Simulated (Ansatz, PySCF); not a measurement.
C3H3ClF2, SMILES F[C@@H]1C[C@@]1(F)Cl. Atoms are numbered in the order given.

```xyz
9

F      2.0351    -0.2549     0.8655
C      1.2090     0.0697    -0.1466
C      0.4623     1.3759    -0.0510
C     -0.2524     0.0808     0.1361
F     -0.6417    -0.2373     1.3763
Cl    -1.3738    -0.4861    -1.0832
H      1.5571    -0.2844    -1.1224
H      0.2923     1.9628    -0.9561
H      0.6237     1.9405     0.8722
```
Charge 0, spin multiplicity 1.

Geometry: PBE0-D3(BJ)/def2-SVP. The structure was generated by enumeration; whether it is a known compound was not checked.

Two levels are set side by side: PBE-D3(BJ)/def2-SVP (Ansatz, a quantum-chemistry and plane-wave program) and PBE0-D3(BJ)/def2-SVP (Ansatz). Each level has its own optimised geometry; the coordinates shown are those of the second. Frequencies come from the Hessian of PySCF at each geometry. Differences are taken from unrounded values.

| quantity | PBE0-D3(BJ) |
|---|---|
| mean bond length (Å) | 1.356 |
| bond F1–C2 (Å) | 1.346 |
| bond C2–C3 (Å) | 1.508 |
| bond C2–C4 (Å) | 1.488 |
| bond C3–C4 (Å) | 1.491 |
| bond C4–F5 (Å) | 1.338 |
| bond C4–Cl6 (Å) | 1.751 |
| bond C2–H7 (Å) | 1.095 |
| bond C3–H8 (Å) | 1.092 |
| bond C3–H9 (Å) | 1.094 |
| highest harmonic wavenumber (cm⁻¹) | 3273 |
| mean harmonic wavenumber (cm⁻¹) | 1188 |
| zero-point energy (kcal/mol) | 35.67 |

Task: What does PBE-D3(BJ) give, and how far is it from PBE0-D3(BJ)? (Estimate from the structure and the level; the computed values follow.)

Result: 
```csv
quantity,PBE-D3(BJ),PBE-D3(BJ) minus PBE0-D3(BJ)
mean bond length (Å),1.369,0.013
bond F1–C2 (Å),1.361,0.015
bond C2–C3 (Å),1.522,0.014
bond C2–C4 (Å),1.502,0.014
bond C3–C4 (Å),1.503,0.012
bond C4–F5 (Å),1.353,0.015
bond C4–Cl6 (Å),1.771,0.020
bond C2–H7 (Å),1.104,0.009
bond C3–H8 (Å),1.100,0.008
bond C3–H9 (Å),1.102,0.008
highest harmonic wavenumber (cm⁻¹),3178,-95
mean harmonic wavenumber (cm⁻¹),1138,-50
zero-point energy (kcal/mol),34.17,-1.50
```

Exact exchange shortens and stiffens bonds; PBE has none. Differences between two approximate levels are no errors against the true value.
